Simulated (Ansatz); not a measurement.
Basis-set series for CH5BClN (`CB(N)Cl`). Charge 0, multiplicity 1. The structure was optimised at the PBE0-D4/def2-TZVP level. It is one conformer, not always the lowest.

```json
{"functional": "PBE0-D4", "basis": "def2-TZVPP", "functions": "205", "energy (Eh)": "-580.79052", "HOMO (eV)": "-8.22", "LUMO (eV)": "0.72"}
{"functional": "PBE0-D4", "basis": "def2-QZVPP", "functions": "391", "energy (Eh)": "-580.81124", "HOMO (eV)": "-8.26", "LUMO (eV)": "0.44"}
{"functional": "ωB97M-V", "basis": "def2-TZVPP", "functions": "205", "energy (Eh)": "-581.00467", "HOMO (eV)": "-10.53", "LUMO (eV)": "1.99"}
{"functional": "ωB97M-V", "basis": "def2-QZVPP", "functions": "391", "energy (Eh)": "-581.02437", "HOMO (eV)": "-10.58", "LUMO (eV)": "1.53"}
```

Question: Give the rows for def2-SVP. (An estimate is asked.)

Answer: Ansatz gave: 
```tsv
functional	basis	functions	energy (Eh)	HOMO (eV)	LUMO (eV)
PBE0-D4	def2-SVP	85	-580.49794	-8.00	1.08
ωB97M-V	def2-SVP	85	-580.70710	-10.28	3.22
```

Positive LUMOs are unbound and depend on the basis.
